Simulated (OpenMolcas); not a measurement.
**Ir6+: moving or changing the point charges**

Ir6+ among 6 point charges of -1.7 e arranged as a trigonal prism (D3h), 2.05 Å from the ion, with a polar angle of 57.4° against the regular 49.1°.
```
   1.7279    0.0000    1.1031  -1.70
  -0.8640    1.4964    1.1031  -1.70
  -0.8640   -1.4964    1.1031  -1.70
   1.7279    0.0000   -1.1031  -1.70
  -0.8640    1.4964   -1.1031  -1.70
  -0.8640   -1.4964   -1.1031  -1.70
```

```json
{"Program": "OpenMolcas", "Method": "SS-CASPT2, IPEA 0.25 Eh, imaginary shift 0.1 Eh (closed shells correlated: 4f 5s 5p)", "Basis": "ANO-RCC-VDZP [7s6p4d2f]", "Scalar Hamiltonian": "DKH2, point nucleus", "Active space": "3 electrons in 5 orbitals (5d)", "State averaging": "2S+1 = 4 even, 10 roots; 2S+1 = 2 even, 40 roots", "Spin-orbit coupling": "RASSI with atomic mean-field integrals over the reference wave functions"}
```

Runs around this geometry, states (labels of D3, the rotations of D3h). Energies in cm-1 above the lowest state or level, χT in cm3 K/mol.

| R (Å) | q (e) | Polar angle / regular | Ground state | First state of that spin | First gap with spin-orbit (degeneracies) | χT at 300 K | First state of another spin |
| --- | --- | --- | --- | --- | --- | --- | --- |
| 2.05 | -1.1 | 1.17 | 4A2 | 4A1 12 | 700 (2, 2) | 0.100 | 2E 15050 |
| 1.89 | -1.7 | 1.17 | 4A1 | 4A2 7 | 1370 (2, 2) | 0.078 | 2E 13270 |
| 2.05 | -1.7 | 1.17 | 4A1 | 4A2 4 | 1090 (2, 2) | 0.086 | 2E 14470 |
| 2.21 | -1.7 | 1.17 | 4A1 | 4A2 3 | 860 (2, 2) | 0.094 | 2E 15010 |
| 2.05 | -1.7 | 1.26 | 4A1 | 4A2 6 | 2500 (2, 2) | 0.075 | 2E 14480 |

The ground state changes within this set.

Roots that are degenerate in the reference are averaged as groups; the widest CASPT2 spread within a group is 130 cm-1 (the 2-fold group of multiplicity 4 near 6230 cm-1 above the lowest state of its run, R = 1.89, q = -1.7, ratio = 1.17). Shifts and gaps below about the spread of the groups concerned are not significant. Free-ion shares, where given, are those of the reference states; single-state CASPT2 does not remix them. Spin-orbit coupling mixes the spin-free states strongly: the lowest level takes only 27 % from its leading state, 4A2 (figures for R = 2.05, q = -1.1, ratio = 1.17; the like holds for R = 1.89, q = -1.7, ratio = 1.17, R = 2.05, q = -1.7, ratio = 1.17, R = 2.21, q = -1.7, ratio = 1.17, R = 2.05, q = -1.7, ratio = 1.26). The ground term spreads over less than 5000 cm-1, several times less than with real ligands, so orbital moments are less quenched and χT lies further from the spin-only value than at real sites (holds for R = 2.05, q = -1.1, ratio = 1.17; R = 2.05, q = -1.7, ratio = 1.17; R = 2.21, q = -1.7, ratio = 1.17; R = 2.05, q = -1.7, ratio = 1.26). Point charges carry no covalency, so the field is a model and not that of real ligands. No measured value stands beside these numbers.
